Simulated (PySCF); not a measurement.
H₄SeSi. Atoms are numbered in the order given.

```xyz
6

Si     0.0043    -1.5074     0.0000
Se    -0.0420     0.7709     0.0000
H      0.6831    -2.0368     1.2089
H     -1.4216    -1.9140     0.0000
H      0.6831    -2.0368    -1.2089
H      1.4229     0.8800     0.0000
```
Charge 0, spin multiplicity 1.

Geometry: PBE0-D3(BJ)/def2-TZVP.

Level of theory: HF/def2-TZVPD in PySCF.

Mulliken values depend strongly on the basis, most of all with diffuse functions as here. Atomic charges (e):

| atom | Mulliken | IAO |
|---|---|---|
| Si1 | 0.19 | 0.69 |
| Se2 | -0.28 | -0.22 |
| H3 | -0.02 | -0.17 |
| H4 | -0.03 | -0.16 |
| H5 | -0.02 | -0.17 |
| H6 | 0.15 | 0.03 |
